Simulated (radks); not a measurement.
Pr+, 58 electrons, occupied as [Kr] 4d10 4f3 5s2 5p5 6s1 5d1 (not the ground configuration).

Method: Dirac Kohn-Sham, PW91, spin-unpolarised, spherical densities, point nucleus; open shells fill j = l - 1/2 first; computed with a radial shooting solver on a logarithmic mesh with Libxc functionals.

Energy parts (hartree):
total: -9242.8704
kinetic: 9942.6171
electron-nucleus: -22537.0306
Hartree: 3569.1350
exchange-correlation: -217.5919

Orbitals (lengths in bohr, moments of r in powers of bohr; <r^-3> diverges for s and p1/2):
orbital  occ.  eigenvalue (hartree)  <r^-3>      <r^4>  small-component weight
1s1/2       2             -1535.852       -  1.645e-06                4.78e-02
2s1/2       2             -247.2255       -  0.0002689                1.04e-02
2p1/2       2             -233.6769       -  0.0001687                1.05e-02
2p3/2       4             -215.9475    7512  0.0002121                9.80e-03
3s1/2       2             -53.56312       -    0.01086                3.21e-03
3p1/2       2             -47.80096       -    0.01007                3.15e-03
3p3/2       4             -44.28857    1530    0.01197                2.97e-03
3d3/2       4             -34.23309   252.0   0.009066                2.85e-03
3d5/2       6             -33.47603   228.4   0.009567                2.80e-03
4s1/2       2             -10.88338       -     0.2789                9.92e-04
4p1/2       2              -8.72781       -     0.3264                9.23e-04
4p3/2       4              -7.97190   330.1     0.3869                8.63e-04
4d3/2       4              -4.43333   45.10     0.5982                7.13e-04
4d5/2       6              -4.30078   40.43     0.6322                6.97e-04
4f5/2       3              -0.34588   4.478      9.141                3.47e-04
4f7/2       0              -0.33289   4.334      9.871                3.40e-04
5s1/2       2              -1.72188       -      9.393                2.14e-04
5p1/2       2              -1.14261       -      15.89                1.69e-04
5p3/2       3              -1.03675   45.79      19.41                1.54e-04
5d3/2       1              -0.31371   2.922      136.6                6.65e-05
5d5/2       0              -0.30532   2.579      147.2                6.41e-05
6s1/2       1              -0.31702       -      453.9                3.33e-05

The highest occupied level is 5d3/2 at -8.536 eV. The configuration is held as typed, so some empty levels lie below it. Summed over all electrons, <r^2> = 64.88 bohr^2, which gives a Langevin (diamagnetic) susceptibility term of -51.4 x 10^-6 cm^3/mol. The density falls to 0.001 e/bohr^3 at r = 4.76 bohr.

Run on one thread of a shared host, so times are rough (AMD EPYC 7R43 64-Core Processor): 0.17 s of CPU time, 0.17 s wall, 14 iterations on 2648 mesh points.
